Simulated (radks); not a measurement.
Tm2+, configuration [Kr] 4d10 4f13 5s2 5p5.5 5f0.5 (fractional occupations, a model configuration). All-electron calculation, scalar-relativistic Kohn-Sham, PBE, spin-polarised, spherical densities, point nucleus; open shells are filled with parallel spins first (spin-orbit coupling, left out, can overturn this in heavy ions). Program: a radial shooting solver on a logarithmic mesh with Libxc functionals.

Radial electron density D(r) = 4 pi r^2 rho(r):

r (bohr)  D(r) (e/bohr)    spin D(r)
0.001013          5.798  -0.00000502
0.001189          7.459  -0.00000610
0.001395          9.555  -0.00000720
0.00165           12.33  -0.00000815
0.001937          15.61  -0.00000843
0.002273          19.64  -0.00000731
0.002667          24.51  -0.00000339
0.003155          30.61   0.00000644
0.003703          37.39    0.0000257
0.004345          45.09    0.0000619
0.00514           53.98     0.000131
0.006032          62.91     0.000247
0.007078          71.81     0.000444
0.008373          80.42     0.000788
0.009826          87.11      0.00132
0.01153           91.57      0.00216
0.01353           93.24      0.00342
0.01601           91.94      0.00537
0.01878           88.52      0.00798
0.02204           84.60       0.0114
0.02608           82.47       0.0157
0.0306            84.69       0.0199
0.03591           92.25       0.0234
0.04248           104.7       0.0248
0.04985           116.9       0.0224
0.0585            124.2       0.0159
0.06865           122.6      0.00725
0.08121           112.0      0.00152
0.0953            100.0      0.00768
0.1118            94.56       0.0328
0.1323            99.92       0.0821
0.1552            109.4        0.148
0.1822            111.0        0.231
0.2155            96.23        0.356
0.2529            72.94        0.544
0.2968            55.55        0.815
0.3483            52.93         1.12
0.412             59.93         1.37
0.4835            62.55         1.42
0.5674            54.78         1.30
0.6712            40.01         1.12
0.7876            27.28         1.00
0.9243            19.24        0.943
1.093             14.54        0.880
1.283             11.19        0.749
1.506             7.850        0.550
1.767             4.739        0.338
2.09              2.309        0.167
2.453            0.9659       0.0759
2.879            0.3461       0.0428
3.405            0.1211       0.0433
3.996           0.07455       0.0575
4.689           0.08487       0.0817
5.547            0.1001       0.0997
6.51            0.09452       0.0945
7.639           0.06738       0.0674
8.965           0.03670       0.0367
10.6            0.01400       0.0140
12.44          0.003770      0.00377
14.6          0.0006360     0.000636

D(r) has 5 maxima, at r = 0.0136, 0.0619, 0.172, 0.468, 5.82 bohr, and minima at 0.0263, 0.112, 0.329, 4.09 bohr, inside which lie 1.92, 11.08, 29.61, 66.56 electrons.
